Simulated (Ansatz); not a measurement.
Consider the substitution at a C–Sn bond: `[CH3][SnH]1[BH][NH]1` + `[OH][GeH]([F])[SH]` → `C[O][GeH]([F])[SH]` + `[BH]1[NH][SnH2]1`.

Isolated molecules relaxed with PBE0-D4/def2-TZVP in Ansatz; ΔE leaves out vibrations. CCSD(T)/CBS adds triple-zeta CCSD(T) − MP2 to the extrapolated MP2 energy (def2 sets, frozen cores). Functionals use def2-TZVPP. B3LYP here is the variant with VWN-RPA as its local correlation; programs differ in this. Elements past krypton have def2 core potentials. For Ge, Sn outer-core shells are correlated without core-valence functions, which leaves a few kJ/mol of doubt a bond. Scalar relativity is left out up to krypton. One conformer a species, not always the lowest.

```json
{"level": "B3LYP-D4", "ΔE (eV)": "0.76"}
{"level": "MP2/def2-QZVPP", "ΔE (eV)": "0.99"}
```

(1) What does CCSD(T)/CBS give? (Best estimate.)

Largest T1 diagnostic among the species: 0.016.

## Answers

(1) Ansatz gave: +0.91 eV. The listed levels differ from it by -0.15, 0.08 eV.

In def2-TZVPP, CCSD(T) changes the Hartree–Fock value by +0.14 eV (the triples alone add +0.01 eV) and MP2 by +0.24 eV.
